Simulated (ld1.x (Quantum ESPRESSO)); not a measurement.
# Varying the TM potential for Ni (Z = 28)

Base potential:

| Item | Value |
| --- | --- |
| Element | nickel (Ni) |
| Generator | ld1.x (Quantum ESPRESSO) 7.5 |
| Type | norm-conserving Troullier–Martins (Kleinman–Bylander form) |
| Functional | PBE |
| Relativity | fully relativistic |
| Frozen core | [Ne] |
| Valence charge | 18 |
| Reference configuration | 3s2 3p6 3d8 4s2 4p0 |
| Partial waves | 3s (bound): rc 0.95 bohr; 3p (bound): rc 0.95 bohr; 3d (bound): rc 1.35 bohr |
| Local potential | the d channel |
| Core correction | none |

Open shells are filled in proportion to 2j + 1 (rel_dist='average').

Occupied shells without a wave of their own: 4s. They enter only through the test configuration that unscreens the potential.

All-electron outer shells of the reference configuration (PBE, scalar-relativistic, ld1.x):

| shell | level (eV) | outermost node (bohr) | outermost maximum (bohr) |
| --- | --- | --- | --- |
| 2s | -981.83 | 0.07 | 0.21 |
| 2p | -844.68 | – | 0.16 |
| 3s | -111.06 | 0.30 | 0.64 |
| 3p | -71.39 | 0.27 | 0.65 |
| 3d | -8.87 | – | 0.63 |
| 4s | -5.64 | 0.92 | 2.24 |
| 4p | -1.22 | 1.00 | 3.17 |

Cutoffs, loose and tight: the cutoffs (Ry, on a coarse ladder) from which the occupation-weighted sum of valence levels, in a spherical-Bessel basis at the reference potential, stays within 10 and 1 mRy of its value at 400 Ry. They do not see the model core or the augmentation charge, which bear on the density cutoff. Test errors are all-electron minus pseudo excitation energies from the reference, over the configurations 3s2 3p6 3d8 4s1 4p0; 3s2 3p6 3d8 4s0 4p0; 3s2 3p6 3d7 4s0 4p0; 3s2 3p6 3d8 4s1.5 4p0; 3s2 3p6 3d8 4s0 4p2; 3s1 3p6 3d8 4s2 4p0; 3s2 3p6 3d9 4s0 4p0. A dash means not determined; rows that change the core or the reference have their own tests.

Cutoffs are not given where the Bessel-basis levels miss the radial ones by over 6 mRy, ghosts where they miss by over 20 mRy; a channel whose overlap is not positive is not tested.

| change | outcome | cutoff, loose | cutoff, tight | bound ghosts | largest test error (meV) |
| --- | --- | --- | --- | --- | --- |
| base | generated | 180 Ry | 300 Ry | none | -191 |
| wave 3d (bound): rc 1.35 bohr becomes 3d (bound): rc 0.88 bohr | generated, misses its reference levels by 1.10 eV | – | – | not determined | -6437 |
| wave 3d (bound): rc 1.35 bohr becomes 3d (bound): rc 1.16 bohr | generated, misses its reference levels by 0.16 eV | – | – | none | -1020 |
| wave 3d (bound): rc 1.35 bohr becomes 3d (bound): rc 1.28 bohr | generated | – | – | none | -381 |
| wave 3d (bound): rc 1.35 bohr becomes 3d (bound): rc 1.40 bohr | generated | 180 Ry | 300 Ry | none | +311 |
| wave 3d (bound): rc 1.35 bohr becomes 3d (bound): rc 1.48 bohr | generated, misses its reference levels by 0.18 eV | 180 Ry | 260 Ry | none | +507 |
| wave 3d (bound): rc 1.35 bohr becomes 3d (bound): rc 1.66 bohr | generated, misses its reference levels by 0.29 eV | 180 Ry | 260 Ry | none | +770 |
| wave 3d (bound): rc 1.35 bohr becomes 3d (bound): rc 1.76 bohr | generated, misses its reference levels by 0.28 eV | 160 Ry | 260 Ry | none | +811 |
| wave 3d (bound): rc 1.35 bohr becomes 3d (bound): rc 1.92 bohr | generated | 160 Ry | 260 Ry | none | -1577 |
| wave 3d (bound): rc 1.35 bohr becomes 3d (bound): rc 2.02 bohr | generated | 160 Ry | 260 Ry | none | -3726 |

Task: What comes out with this change to the base: wave 3d (bound): rc 1.35 bohr becomes 3d (bound): rc 1.02 bohr?

Result: outcome: generated, misses its reference levels by 0.36 eV; bound ghosts: not determined; largest test error (meV): -2043.

Reading the sweep of the d radius (base included, trends over the rows without a ghost): The loose cutoff stays near 180 Ry. The median size of the test errors (rows with all tests solved) is not monotonic: lowest 39.9 meV at 1.28 bohr, highest 404.0 meV at 2.02 bohr.
